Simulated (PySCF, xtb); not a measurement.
**Relative energy of two conformers of C2H4AlI**

Structure a is `C=[CH][AlH][I]`, a singlet and structure b is `C=[CH][AlH][I]`, a singlet. Both are isolated molecules in the gas phase, relaxed with PBE0-D4/def2-SVP.

a (Å):

```json
{"atom": "C", "x (Å)": "-1.9935", "y (Å)": "0.5418", "z (Å)": "-0.7182"}
{"atom": "C", "x (Å)": "-1.0214", "y (Å)": "0.3172", "z (Å)": "-1.6173"}
{"atom": "Al", "x (Å)": "-2.6104", "y (Å)": "-0.8121", "z (Å)": "0.5220"}
{"atom": "I", "x (Å)": "-1.5373", "y (Å)": "-3.0478", "z (Å)": "0.3806"}
{"atom": "H", "x (Å)": "-3.7369", "y (Å)": "-0.6063", "z (Å)": "1.6119"}
{"atom": "H", "x (Å)": "-2.4391", "y (Å)": "1.5474", "z (Å)": "-0.7077"}
{"atom": "H", "x (Å)": "-0.6758", "y (Å)": "1.0897", "z (Å)": "-2.3161"}
{"atom": "H", "x (Å)": "-0.5206", "y (Å)": "-0.6558", "z (Å)": "-1.6993"}
```

b (Å):

```xyz
8

C    -0.3492   -0.6447    1.5901
C    -0.1498   -1.8828    1.1073
Al    1.2102   -3.0016    1.9059
I     1.6047   -5.2891    1.0360
H    -1.1052    0.0374    1.1795
H     0.2364   -0.2431    2.4278
H    -0.7785   -2.2074    0.2675
H     2.0936   -2.4944    3.1165
```

Energies in hartree; the thermal terms are from GFN2-xTB frequencies at re-optimised GFN2-xTB minima (ideal gas, soft modes damped towards free rotors, one conformer each, 1000 K, 1 atm) and include the zero-point energy:

```
                              a           b
E, CCSD(T)/def2-SVP  −617.039891  −617.039873
    E, MP2/def2-SVP  −616.983757  −616.983769
  E, MP2/def2-TZVPP  −617.614668  −617.614585
  zero-point energy     0.047474     0.047342
      H(1000 K) − E     0.054683     0.054621
      G(1000 K) − E     0.015346     0.015289
```

Task: Correct the CCSD(T) difference for the basis set by the MP2 change, then work out ΔE, ΔE₀, ΔH and ΔG for a → b in kcal/mol (1 Eh = 627.51 kcal/mol) and the equilibrium ratio [b]/[a].

Result: 1. Differences b − a: CCSD(T) +0.000018, MP2 in the small set −0.000012, MP2 in the large set +0.000083 Eh.
2. ΔE = +0.000018 + (+0.000083 − (−0.000012)) = +0.000113 Eh = +0.07 kcal/mol.
3. ΔE₀ = ΔE + ΔZPE = +0.000113 + (−0.000132) Eh = −0.01 kcal/mol.
4. ΔH = ΔE + (−0.000062) Eh = +0.03 kcal/mol.
5. ΔG = ΔE + (−0.000057) Eh = +0.04 kcal/mol, so ΔS = (ΔH − ΔG)/T = 0.0 J/(mol K).
6. kT = 3.1668 mEh, so K = [b]/[a] = exp(−ΔG/kT) = exp(−0.02) ≈ 0.98.

The two are too close for this level to say which is favoured. An error of 1 kcal/mol in ΔG would change K by a factor of 1.7. Mirror images and further conformers aren't counted.

Other levels gave ΔE = +0.2 (PBE0-D4/def2-SVP); −0.3 (HF/def2-SVP); 0.0 (MP2/def2-SVP); 0.0 (CCSD(T)/def2-SVP) kcal/mol. The correlated steps freeze 11 core orbitals; the filled d shell of I is correlated, in a basis made for valence electrons. Atoms past krypton carry core potentials in the def2 sets, without spin–orbit terms. Programs: PySCF 2.14.0, xtb 6.7.1.
